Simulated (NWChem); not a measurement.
# ZnHSeCl; SMILES [Cl][Zn][SeH]

```xyz
4

Zn     0.0113    -0.5362     0.0000
Cl     0.0087    -2.6448     0.0000
Se     0.0282     1.7437     0.0000
H     -1.4458     1.7632     0.0000
```
Atoms are numbered in this order, from 1.

Results from NWChem. Structure relaxed at the PBE0/def2-SVP level. Ions are spin-unrestricted doublets at the neutral geometry; other ion states weren't tried.

Task: Estimate the computed values for PBE/def2-SVP. Quantities: vertical ionisation energy, ΔSCF (eV); −ε(HOMO) (eV).

Result: 
```yaml
vertical ionisation energy, ΔSCF (eV): 9.21
"−ε(HOMO) (eV)": 5.95
```
